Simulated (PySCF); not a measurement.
Isomers of C6H6F3N.

All values: PBE0/pcSseg-1 (PySCF) at GFN2-xTB geometries, gas phase, one conformer each.

Task: Rank by LUMO energy, highest first.
A. `[CH2:1]=[C:2]([CH2:3][CH:4]([F:5])[F:6])[C@H:7]([F:8])[C:9]#[N:10]` with C1–C2–C3–C4 -94°, C2–C3–C4–F5 175°, C1–C2–C7–F8 8°
B. `[F:1][C:2]([F:3])=[C:4]([F:5])[C@H:6]1[CH2:7][CH:8]=[N:9][CH2:10]1` with C2–C4–C6–C7 125°
C. `[F:1][C:2]([F:3])([F:4])[CH2:5][n:6]1[cH:7][cH:8][cH:9][cH:10]1` with C2–C5–N6–C7 88°
D. `Cn1ccc(C(F)(F)F)c1`
E. `[CH3:1]/[N:2]=[CH:3]/[CH2:4][C:5]#[C:6][C:7]([F:8])([F:9])[F:10]` with N2–C3–C4–C5 127°
F. `[CH3:1][CH2:2]/[CH:3]=[C:4](\[C:5]#[N:6])[C:7]([F:8])([F:9])[F:10]` with C1–C2–C3–C4 -118°

Result: C (0.56 eV), D (0.36 eV), B (-0.08 eV), E (-0.66 eV), A (-0.92 eV), F (-2.02 eV).

Task: Rank by the highest IAO charge on any atom, lowest value first.
A. `[F:1][C:2]([F:3])=[C:4]([F:5])[C@@H:6]1[CH:7]=[N:8][CH2:9][CH2:10]1` with C2–C4–C6–C7 64°
B. `[CH3:1][CH2:2]/[CH:3]=[C:4](\[C:5]#[N:6])[C:7]([F:8])([F:9])[F:10]` with C1–C2–C3–C4 -118°
C. `[CH2:1]=[C:2]([CH2:3][CH:4]([F:5])[F:6])[C@H:7]([F:8])[C:9]#[N:10]` with C1–C2–C3–C4 -94°, C2–C3–C4–F5 175°, C1–C2–C7–F8 8°

Result: C (+0.454 e), A (+0.495 e), B (+0.812 e).

Task: Rank by dipole moment, lowest first.
A. `Cn1ccc(C(F)(F)F)c1`
B. `[CH3:1][CH2:2]/[CH:3]=[C:4](\[C:5]#[N:6])[C:7]([F:8])([F:9])[F:10]` with C1–C2–C3–C4 -118°
C. `[F:1][C:2]([F:3])([F:4])[CH2:5][n:6]1[cH:7][cH:8][cH:9][cH:10]1` with C2–C5–N6–C7 88°
D. `[CH3:1]/[N:2]=[CH:3]/[CH2:4][C:5]#[C:6][C:7]([F:8])([F:9])[F:10]` with N2–C3–C4–C5 127°
E. `[CH2:1]=[C:2]([CH2:3][CH:4]([F:5])[F:6])[C@H:7]([F:8])[C:9]#[N:10]` with C1–C2–C3–C4 -94°, C2–C3–C4–F5 175°, C1–C2–C7–F8 8°
F. `[CH3:1]/[C:2](=[CH:3]/[C:4]#[N:5])[CH2:6][C:7]([F:8])([F:9])[F:10]` with C1–C2–C6–C7 -70°

Result: C (2.02 D), D (3.48 D), E (3.69 D), F (4.52 D), B (4.77 D), A (5.29 D).

All values together:

```json
{"SMILES": "FC(F)(F)Cc1ccc[nH]1", "μ (D)": "2.02", "HOMO (eV)": "-6.32", "LUMO (eV)": "0.66", "lowest IAO charge (e)": "-0.317 (C)", "highest IAO charge (e)": "+0.808 (C)", "lowest Hirshfeld charge (e)": "-0.101 (F)", "highest Hirshfeld charge (e)": "+0.258 (C)"}
{"SMILES": "C=C(CC(F)F)[C@H](F)C#N", "μ (D)": "3.69", "HOMO (eV)": "-8.52", "LUMO (eV)": "-0.92", "lowest IAO charge (e)": "-0.309 (F)", "highest IAO charge (e)": "+0.454 (C)", "lowest Hirshfeld charge (e)": "-0.194 (N)", "highest Hirshfeld charge (e)": "+0.152 (C)"}
{"SMILES": "Cn1ccc(C(F)(F)F)c1", "μ (D)": "5.29", "HOMO (eV)": "-6.75", "LUMO (eV)": "0.36", "lowest IAO charge (e)": "-0.311 (C)", "highest IAO charge (e)": "+0.804 (C)", "lowest Hirshfeld charge (e)": "-0.115 (F)", "highest Hirshfeld charge (e)": "+0.254 (C)"}
{"SMILES": "C/C(=C/C#N)CC(F)(F)F", "μ (D)": "4.52", "HOMO (eV)": "-8.15", "LUMO (eV)": "-1.67", "lowest IAO charge (e)": "-0.430 (C)", "highest IAO charge (e)": "+0.812 (C)", "lowest Hirshfeld charge (e)": "-0.215 (N)", "highest Hirshfeld charge (e)": "+0.267 (C)"}
{"SMILES": "FC(F)=C(F)[C@H]1CC=NC1", "μ (D)": "1.88", "HOMO (eV)": "-7.12", "LUMO (eV)": "-0.08", "lowest IAO charge (e)": "-0.308 (C)", "highest IAO charge (e)": "+0.494 (C)", "lowest Hirshfeld charge (e)": "-0.165 (N)", "highest Hirshfeld charge (e)": "+0.138 (C)"}
{"SMILES": "CC/C=C(\\C#N)C(F)(F)F", "μ (D)": "4.77", "HOMO (eV)": "-8.63", "LUMO (eV)": "-2.02", "lowest IAO charge (e)": "-0.414 (C)", "highest IAO charge (e)": "+0.812 (C)", "lowest Hirshfeld charge (e)": "-0.196 (N)", "highest Hirshfeld charge (e)": "+0.261 (C)"}
{"SMILES": "C/N=C/CC#CC(F)(F)F", "μ (D)": "3.48", "HOMO (eV)": "-7.63", "LUMO (eV)": "-0.66", "lowest IAO charge (e)": "-0.306 (C)", "highest IAO charge (e)": "+0.808 (C)", "lowest Hirshfeld charge (e)": "-0.140 (N)", "highest Hirshfeld charge (e)": "+0.266 (C)"}
{"SMILES": "FC(F)=C(F)[C@@H]1C=NCC1", "μ (D)": "1.98", "HOMO (eV)": "-7.18", "LUMO (eV)": "-0.27", "lowest IAO charge (e)": "-0.289 (C)", "highest IAO charge (e)": "+0.495 (C)", "lowest Hirshfeld charge (e)": "-0.159 (N)", "highest Hirshfeld charge (e)": "+0.142 (C)"}
{"SMILES": "FC(F)(F)Cn1cccc1", "μ (D)": "2.02", "HOMO (eV)": "-6.40", "LUMO (eV)": "0.56", "lowest IAO charge (e)": "-0.286 (F)", "highest IAO charge (e)": "+0.803 (C)", "lowest Hirshfeld charge (e)": "-0.097 (F/C)", "highest Hirshfeld charge (e)": "+0.257 (C)"}
```

Conformers: `[F:1][C:2]([F:3])([F:4])[CH2:5][c:6]1[cH:7][cH:8][cH:9][nH:10]1` with C2–C5–C6–C7 -112°; `[CH2:1]=[C:2]([CH2:3][CH:4]([F:5])[F:6])[C@H:7]([F:8])[C:9]#[N:10]` with C1–C2–C3–C4 -94°, C2–C3–C4–F5 175°, C1–C2–C7–F8 8°; `[CH3:1]/[C:2](=[CH:3]/[C:4]#[N:5])[CH2:6][C:7]([F:8])([F:9])[F:10]` with C1–C2–C6–C7 -70°; `[F:1][C:2]([F:3])=[C:4]([F:5])[C@H:6]1[CH2:7][CH:8]=[N:9][CH2:10]1` with C2–C4–C6–C7 125°; `[CH3:1][CH2:2]/[CH:3]=[C:4](\[C:5]#[N:6])[C:7]([F:8])([F:9])[F:10]` with C1–C2–C3–C4 -118°; `[CH3:1]/[N:2]=[CH:3]/[CH2:4][C:5]#[C:6][C:7]([F:8])([F:9])[F:10]` with N2–C3–C4–C5 127°; `[F:1][C:2]([F:3])=[C:4]([F:5])[C@@H:6]1[CH:7]=[N:8][CH2:9][CH2:10]1` with C2–C4–C6–C7 64°; `[F:1][C:2]([F:3])([F:4])[CH2:5][n:6]1[cH:7][cH:8][cH:9][cH:10]1` with C2–C5–N6–C7 88°.
